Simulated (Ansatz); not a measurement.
Input for Ansatz (a first-principles code): R-B3LYP/def2-TZVPPD on CH3NO2 (a complex), monomers drawn apart or pushed together. Files ending in .json are basis or fitting sets from the Basis Set Exchange.

Ansatz 0.2 input:
```yaml
crystal:
  periodic: [false, false, false]
  atoms:
    - {symbol: N, position_ang: [-0.14805537, -0.12973528, 0.57902812]}
    - {symbol: H, position_ang: [0.76523983, -0.07982703, 0.14215747]}
    - {symbol: H, position_ang: [-0.58445209, -0.98922504, 0.26534908]}
    - {symbol: H, position_ang: [-0.70112087, 0.64117481, 0.22264222]}
    - {symbol: O, position_ang: [0.96313849, -0.82732579, 5.75262148]}
    - {symbol: C, position_ang: [0.21169012, 0.05640561, 5.73780289]}
    - {symbol: O, position_ang: [-0.53500312, 0.94270275, 5.79182291]}
basis:
  gaussian:
    orbitals: def2-TZVPPD.json
hamiltonian:
  xc: {name: B3LYP}
scf: {lower_state_search: off}
```

It printed:

```
WARN ansatz: RAYON_NUM_THREADS=1 ignored (pool sized by the plan → 1); use --threads N
Functional definition: B3LYP
these checks for a lower state are left out or cut short: stability, starts, cluster_reference, orbital_swaps, neighbouring_geometries, increment
integrals: 0.07 GiB planned
898 factors; their error is unknown
mean field: 0.74 GiB planned
mean field evaluation 1: about -6663.3162 eV, gradient 8.0e1 eV
mean field evaluation 2: about -6645.3274 eV, gradient 1.2e2 eV
mean field evaluation 4: about -6673.8458 eV, gradient 4.4e0 eV
mean field evaluation 8: about -6673.8845 eV, gradient 1.2e-1 eV
mean field evaluation 16: about -6673.9015 eV, gradient 6.6e-5 eV
mean field -6673.90154598 eV, -245.2613580818 hartree, gradient 7.2e-6 eV, S^2 0.000000; 0 other end points of the search recorded, 0 dependent functions left out
reference -6673.90186401 eV, -245.2613697692 hartree; 16, 16 occupied and 189, 189 virtual orbitals, 898 factors
Total energy: -6673.90186401 eV, -245.2613697692 hartree
Checks for a lower state left out: stability, starts, cluster_reference, orbital_swaps, neighbouring_geometries, increment
```

The run converged.

Cost: very roughly 2.7 core-seconds.
